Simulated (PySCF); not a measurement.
A calculated (r2SCAN, PySCF 2.14, jorge-DZP-DKH, scalar relativity by spin-free X2C-1e) atom or ion has these occupied shells.

| shell | electrons | orbital energy (eV) | rms radius, mean of both spins (bohr) |
| --- | --- | --- | --- |
| 1s α | 1 | -14189.5 | 0.0478 |
| 1s β | 1 | -14189.4 | 0.0478 |
| 2s α | 1 | -1889.1 | 0.199 |
| 2s β | 1 | -1889.1 | 0.199 |
| 2p α | 3 | -1670.3 | 0.177 |
| 2p β | 3 | -1670.2 | 0.177 |
| 3s α | 1 | -282.16 | 0.567 |
| 3s β | 1 | -282.05 | 0.567 |
| 3p α | 3 | -211.38 | 0.584 |
| 3p β | 3 | -211.24 | 0.584 |
| 3d α | 5 | -94.726 | 0.612 |
| 3d β | 5 | -94.558 | 0.612 |
| 4s α | 1 | -35.604 | 1.65 |
| 4s β | 1 | -34.128 | 1.65 |
| 4p α | 3 | -20.589 | 1.99 |
| 4p β | 2 | -19.514 | 1.99 |

(1) Name the element and its charge.

Answers

(1) Kr⁺ (krypton, charge +1), in [Ar] 3d10 4s2 4p5, 2P determinant.
